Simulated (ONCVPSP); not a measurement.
## How hard is this Sb (Z = 51) ONCV potential?

```json
{
 "Element": "antimony",
 "Generator": "ONCVPSP 4.0.1",
 "Type": "optimised norm-conserving Vanderbilt (ONCV)",
 "Functional": "revPBE",
 "Relativity": "scalar-relativistic",
 "Frozen core": "[Ar] 3d10",
 "Valence charge": "23",
 "Reference configuration": "4s2 4p6 4d10 5s1 5p4",
 "Partial waves": "4s+5s: rc 1.50 bohr, ncon 5, nbas 8, qcut 9.8 1/bohr, 2 projectors; 4p+5p: rc 1.35 bohr, ncon 3, nbas 6, qcut 12 1/bohr, 2 projectors; 4d: rc 1.45 bohr, ncon 5, nbas 10, qcut 10.7 1/bohr, 2 projectors, debl 3.3 Ha",
 "Local potential": "polynomial inside 1.30 bohr (lpopt 2, dvloc0 3 Ha)",
 "Core correction": "Teter function, fcfact 5.25, rcfact 1.5"
}
```

Problem. For each optimised wave give the share of its norm inside rc, the residual kinetic energy above qcut (Ha) and the cutoffs (Ha) for errors of 10, 1, 0.1 and 0.01 mHa per electron.

Solution.

| wave | norm inside rc | residual KE | 10 mHa | 1 mHa | 0.1 mHa | 0.01 mHa |
| --- | --- | --- | --- | --- | --- | --- |
| 4s | 0.986 | 2.7e-06 | 27.6 | 35.1 | 40.8 | 45.2 |
| 5s | 0.157 | 4.1e-06 | 24.5 | 33.8 | 40.7 | 46.2 |
| 4p | 0.939 | 8.3e-08 | 19.5 | 34.1 | 46.8 | 54.7 |
| 5p | 0.045 | 9.2e-09 | 15.6 | 21.1 | 42.8 | 53.3 |
| 4d | 0.854 | 3.0e-06 | 35.1 | 42.9 | 49.2 | 54.2 |
| d projector 2 | 0.073 | 4.2e-06 | 31.6 | 41.1 | 48.7 | 54.8 |

The occupied waves need 43 Ha and 49 Ha for 1 and 0.1 mHa. Note: ghosts flagged at negative energy: s at -41.0 eV; no localised positive-energy state flagged. A true bound ghost makes a file unfit for plane-wave use.
